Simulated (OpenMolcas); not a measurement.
# Run times for CuCl (cuprous chloride)

The species is CuCl (2 atoms), meant as a singlet with charge 0. As SMILES, `[Cl][Cu]`. The coordinates come from a PBE0-D4/def2-TZVP relaxation.

```xyz
2

Cl    0.8983   -0.3452    0.4464
Cu   -0.8688    0.2850   -0.4424
```

Program: OpenMolcas 26.06. Hardware: 1 thread of Arm Neoverse V1, shared host, so times are rough. Two-electron integrals are exact unless an approximation is named.

Q: Estimate their order by wall time, quickest first.
A. gradient at HF/3-21G
B. gradient at PBE0/def2-SVP, grid UltraFine
C. gradient at MP2/cc-pV(T+d)Z, 10 core orbitals frozen

A: A (2.2 s), B (6.3 s), C (33 s).
